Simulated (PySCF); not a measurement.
B(Br)(Et)(OH) (C2H6BBrO), SMILES B(CC)(Br)O.

Geometry: B3LYP-D3(BJ)/def2-SVP. One conformer was computed; it need not be the lowest.

Two levels are set side by side: TDA-PBE/def2-SVPD (PySCF) and TDA-LC-ωPBE/def2-SVPD (PySCF). Vertical, same geometry. The lowest singlet is HOMO→LUMO 100 % with PBE and HOMO→LUMO+1 78 % with the other functional; states are paired by order. Differences are taken from unrounded values.

| quantity | TDA-PBE |
|---|---|
| lowest singlet excitation (eV) | 5.83 |
| lowest triplet excitation (TDA) (eV) | 5.67 |
| first bright state (f over 0.05) (eV) | 6.42 |
| its oscillator strength | 0.07 |

Problem. These are the TDA-PBE values. What does TDA-LC-ωPBE give? (The exact figures need the calculation; the answer reports its results.)

Solution. 
| quantity | TDA-LC-ωPBE | TDA-PBE minus TDA-LC-ωPBE |
|---|---|---|
| lowest singlet excitation (eV) | 7.11 | -1.28 |
| lowest triplet excitation (TDA) (eV) | 6.69 | -1.02 |
| first bright state (f over 0.05) (eV) | 7.79 | -1.37 |
| its oscillator strength | 0.09 | -0.02 |

Functionals without exact exchange tend to place singlet excitations lower, as here. Differences between two approximate levels are no errors against the true value.

Rough cost on one machine, each run with all the roots and properties that it gave: TDA-LC-ωPBE against TDA-PBE about 3 times.
